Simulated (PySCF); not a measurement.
Isomers of C6H10O3, from PBE0-D3(BJ)/def2-SVP geometry optimisation, gas phase in PySCF 2.14.0. One conformer each, no zero-point energy, no frequencies.

Task: Which is lower in electronic energy at this level?
A. `[CH2:1]=[CH:2][O:3][C:4](=[O:5])[CH2:6][O:7][CH2:8][CH3:9]` with C1–C2–O3–C4 179°, C2–O3–C4–O5 1°, O3–C4–C6–O7 -178°, C4–C6–O7–C8 74°, C6–O7–C8–C9 180°: A = 5925, B = 655.5, C = 620.9 MHz, dipole 1.78 D
B. `[CH2:1]=[C:2]([CH3:3])[CH2:4][O:5][C:6](=[O:7])[O:8][CH3:9]` with C1–C2–C4–O5 130°, C2–C4–O5–C6 172°, C4–O5–C6–O7 1°, O5–C6–O8–C9 -179°: A = 4468, B = 742.3, C = 683.7 MHz, dipole 0.68 D

Result: B. That is `C=C(C)COC(=O)OC`, 15.5 kcal/mol below the other.

| SMILES | mapped SMILES | E (Eh) | relative (kcal/mol) | relative (kJ/mol) | dipole (D) |
| --- | --- | --- | --- | --- | --- |
| C=C(C)COC(=O)OC | [CH2:1]=[C:2]([CH3:3])[CH2:4][O:5][C:6](=[O:7])[O:8][CH3:9] | -459.47828 | 0.0 | 0.0 | 0.68 |
| C=COC(=O)COCC | [CH2:1]=[CH:2][O:3][C:4](=[O:5])[CH2:6][O:7][CH2:8][CH3:9] | -459.45364 | 15.5 | 64.7 | 1.78 |
